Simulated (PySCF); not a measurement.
## KCa at ROHF-CCSD(T)

Computed with ROHF-CCSD(T); PySCF, spin-free X2C with a Gaussian nucleus, basis sets K x2c-SVPall, Ca x2c-SVPall.

| Property | Result |
| --- | --- |
| state | ²Σ⁺ (doublet), unpaired electrons σ ↑ |
| bond length | 8.305 bohr |
| harmonic wavenumber | 63.6 cm⁻¹ |
| force constant | 0.0471 mdyn/Å |
| rotational constant Be | 0.04424 cm⁻¹ |
| anharmonicity ωexe | 0.840 cm⁻¹ |
| vibration–rotation constant αe | 0.000573 cm⁻¹ |
| well depth De to K + Ca | 0.14 eV |
| dissociation energy D0 | 0.14 eV |

Correlated steps freeze 10 core orbitals. The bond is weak. Basis-set superposition, not corrected here, can be much of De in a small basis, most of all at correlated wavefunction levels. The state was picked by a PBE0 search and need not be the measured ground state.
